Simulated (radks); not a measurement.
Fractional charge and spin in the 3p shell of vanadium: the spin-up occupation runs from 2 to 3 and the spin-down occupation from 2 to 3; the fullest corner is V+, [Ne] 3s2 3d(up 2, down 2) 3p(up 3, down 3). Method: scalar-relativistic Kohn-Sham, SCAN, spin-polarised, spherical densities, finite nucleus; meta-GGA in the generalised Kohn-Sham scheme; Fermi nuclear charge, rms radius of each element as measured or else 0.836 A^(1/3) + 0.57 fm; computed with a radial shooting solver on a logarithmic mesh with Libxc functionals. Energy (eV) above the fullest corner. The planes named below are the two flat planes that join the four corners, with an edge along up + down = one added electron.

\begin{tabular}{lrrrrr}
down \ up & 2 & 2.25 & 2.5 & 2.75 & 3 \\ \hline
2 & 127.537 & 107.886 & 89.283 & 71.738 & 55.183 \\
2.25 & 107.886 & 89.423 & 71.978 & 55.545 & 40.090 \\
2.5 & 89.283 & 71.978 & 55.678 & 40.311 & 25.887 \\
2.75 & 71.738 & 55.545 & 40.311 & 25.987 & 12.536 \\
3 & 55.183 & 40.090 & 25.887 & 12.536 & 0.000 \\
\end{tabular}

Corners above the fullest one (they belong to V2+ and the next ion): (up 3, down 2) 55.183 eV, (up 2, down 3) 55.183 eV, (up 2, down 2) 127.54 eV. With half an added electron in each spin the energy lies 0.494 eV from the planes, and with half an added electron in spin up alone -2.077 eV. The planes are only a guide here: the flat-plane condition holds for ground states with one frontier orbital, while this shell lies below other occupied shells, so the corners above the fullest one are inner-hole states and not the ground states of those ions.
